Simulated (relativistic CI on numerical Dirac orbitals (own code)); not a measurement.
# Bi¹¹⁺: sensitivity of the levels to the model

Base calculation: Dirac-Coulomb-Breit CI, separate exchange-only KLI orbitals for each configuration, QED by a radiative potential, unscaled Slater integrals.

Configuration list (outside the closed core [Kr] 4d10 4f14): 5s²5p⁶5d⁴, 5s²5p⁶5d³6s, 5s²5p⁶5d³5f, 5s²5p⁵5d⁵, 5s²5p⁶5d³6p, 5s²5p⁶5d³5g, 5s²5p⁶5d²6s6p, 5s5p⁶5d⁵, 5s²5p⁶5d²5f6s, 5s²5p⁶5d³6d, 5s²5p⁶5d³7s, 5s²5p⁶5d³7p, 5s²5p⁵5d⁴6s, 5s²5p⁶5d²6s², 5s²5p⁶5d5f6s², 5s²5p⁶5d6s²6p, 5s²5p⁶5d5g6s². Double excitations out of closed p, d and f shells are left out; levels of such configurations are missing from the list, as are those of other unlisted configurations, and high levels can miss mixing partners.

Variants: (1) only the first configuration. Shifts of the energy above 5s²5p⁶5d⁴ ³P0, in cm⁻¹, for the lowest level and the first level of each name with at least 55 % of one term (blank where a level changes its place among those of its configuration and J or its character, or is not in the variant):

| Level | Base | Δ(1) |
| --- | --- | --- |
| 5s²5p⁶5d⁴ ³P0 | 0 | 0 |
| 5s²5p⁶5d⁴ ⁵D1 | 19491 | -275 |
| 5s²5p⁶5d⁴ ⁵D2 | 31632 | -212 |
| 5s²5p⁶5d⁴ ⁵D3 | 38207 | -68 |
| 5s²5p⁶5d⁴ ³G3 | 62179 | +247 |
| 5s²5p⁶5d⁴ ³H5 | 67857 | -158 |
| 5s²5p⁶5d⁴ ³P1 | 69459 | +687 |
| 5s²5p⁶5d⁴ ³H6 | 72674 | -335 |
| 5s²5p⁶5d⁴ ³G4 | 77682 | +564 |
| 5s²5p⁶5d⁴ ³G5 | 102121 | +236 |
| 5s²5p⁶5d⁴ ³D1 | 102365 | +1143 |
| 5s²5p⁶5d⁴ ¹I6 | 105018 | -282 |
| 5s²5p⁶5d⁴ ³P2 | 110755 | +1458 |
| 5s²5p⁶5d⁴ ¹S0 | 113492 | +1629 |
| 5s²5p⁶5d⁴ ¹G4 | 137265 | +152 |
| 5s²5p⁶5d³6s ⁵F1 | 385090 |  |
| 5s²5p⁶5d³6s ⁵F2 | 390829 |  |
| 5s²5p⁶5d³6s ⁵F3 | 408822 |  |
| 5s²5p⁶5d³6s ⁵F4 | 419784 |  |
| 5s²5p⁶5d³6s ⁵P1 | 422470 |  |
| 5s²5p⁶5d³6s ³P0 | 436678 |  |
| 5s²5p⁶5d³6s ⁵P3 | 444614 |  |

At this charge energies of transitions that change n are usually good to better than 1 %, and those within a shell (Δn = 0) to a few per cent. Terms inside the open d or f shell come out 10 to 20 % too wide with unscaled integrals. Levels and lines within the n = 5 or 6 shells can be off by up to 10 % or somewhat more, and those that change n by about 2 %, since core polarisation is missing.

Ionisation energy from the two ground configurations alone: base 207.746 eV. The NIST ASD value (theoretical) is 208 eV.

LS names give the leading component of a level, which can be under half, so a name can repeat, a term be missing and a line seem to break the LS rules.
